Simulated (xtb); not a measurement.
C4H5BO, SMILES C#CB1COC1. All values are semi-empirical tight-binding results from xtb (GFN2-xTB unless named), good for trends rather than for accurate numbers. The structure is a stationary point at GFN2-xTB. The structure was generated by enumeration, and PubChem lists no compound with its InChIKey, so it may never have been made.

**Question.** Estimate the properties. (Estimate from the structure and the level; the computed values follow.)

**Answer.** 
| Property | Result |
|---|---|
| point group as xtb finds it | C2v |
| orbital gap | 2.92 eV |
| dipole moment | 2.40 D |
| zero-point energy | 48.8 kcal/mol |
| G − E(el) at 298.15 K (modified RRHO) | 30.5 kcal/mol |
| static polarisability (D4 model) | 56.5 bohr³ |
| solvation energy, GFN2-xTB/ALPB(water) | -2.9 kcal/mol |
| solvation energy, GFN2-xTB/ALPB(toluene) | -5.5 kcal/mol |

Computed IR lines (harmonic; lines under 4 % of the strongest left out, lines within 3 cm⁻¹ merged):
ν (cm⁻¹): 105 (w), 228 (w), 657 (m), 688 (w), 810 (s), 986 (m), 999 (w), 1050 (vs), 1119 (m), 1186 (w), 1286 (vs), 1421 (w), 1430 (w), 2185 (m), 2893 (s), 2923 (s) (against the strongest line: vs over 80 %, s over 45 %, m over 15 %, w over 4 %, vw less)
